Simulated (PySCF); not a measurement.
A calculated (r2SCAN, PySCF 2.14, 6-31G*, the non-relativistic Hamiltonian (point nucleus)) atom or ion has these occupied shells.

```json
{"shell": "1s α", "electrons": "1", "orbital energy (eV)": "-3136.4", "rms radius, mean of both spins (bohr)": "0.0999"}
{"shell": "1s β", "electrons": "1", "orbital energy (eV)": "-3136.1", "rms radius, mean of both spins (bohr)": "0.0999"}
{"shell": "2s α", "electrons": "1", "orbital energy (eV)": "-314.33", "rms radius, mean of both spins (bohr)": "0.451"}
{"shell": "2s β", "electrons": "1", "orbital energy (eV)": "-314.15", "rms radius, mean of both spins (bohr)": "0.451"}
{"shell": "2p α", "electrons": "3", "orbital energy (eV)": "-247.31", "rms radius, mean of both spins (bohr)": "0.419"}
{"shell": "2p β", "electrons": "3", "orbital energy (eV)": "-246.98", "rms radius, mean of both spins (bohr)": "0.419"}
{"shell": "3s α", "electrons": "1", "orbital energy (eV)": "-38.364", "rms radius, mean of both spins (bohr)": "1.49"}
{"shell": "3s β", "electrons": "1", "orbital energy (eV)": "-36.399", "rms radius, mean of both spins (bohr)": "1.49"}
{"shell": "3p α", "electrons": "3", "orbital energy (eV)": "-23.229", "rms radius, mean of both spins (bohr)": "1.69"}
{"shell": "3p β", "electrons": "2", "orbital energy (eV)": "-21.961", "rms radius, mean of both spins (bohr)": "1.69"}
```

Name the element and its charge.

Ar⁺ (argon, charge +1), in [Ne] 3s2 3p5, 2P determinant.
